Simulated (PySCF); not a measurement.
## Substituent effects on chemical shifts

Parent skeleton `[BH2:1][NH:2][BH2:3]`; one hydrogen on atom 2 is replaced by X. Hydrogens on one atom are averaged.

Level of theory: shielding tensors at PBE0/pcSseg-1 (GIAO), geometry: PBE0-D3(BJ)/def2-SVP, in PySCF 2.14.0 with density-fitted response routines (non-relativistic, equivalent nuclei averaged, one conformer, no solvent).

References, each an isolated molecule treated in the same way: 11B vs BF3·OEt2; 15N against NH3; TMS for 1H.

Parent (X = H): B1/B3 53.5, N2 197.6, H(B1)/H(B3) 5.61 ppm. Effects are Δδ = δ(X) − δ(H), positive for deshielding.

Four derivatives gave (Δδ, ppm):
| compound | B1/B3 | N2 | H(B1)/H(B3) |
| --- | --- | --- | --- |
| 1 | +3.3 | +40.5 | +0.25 |
| 2 | +2.0 | +32.9 | +0.23 |
| 3 | +4.0 | +0.7 | +0.11 |
| 4 | +12.1 | +48.3 | +0.67 |

Question: Their substituents are BH2, CH2CF3, Ph, vinyl. Which is which?

Answer: 1: X = Ph (BN(B)c1ccccc1); 2: X = vinyl (BN(B)C=C); 3: X = CH2CF3 (BN(B)CC(F)(F)F); 4: X = BH2 (BN(B)B).

Experimental scales use liquid or dissolved standards, which lie at an offset from isolated NH3 (liquid NH3: subtract about 20 ppm). Unscaled 15N shifts of sp2 nitrogen come out 20 to 40 ppm too high even then.
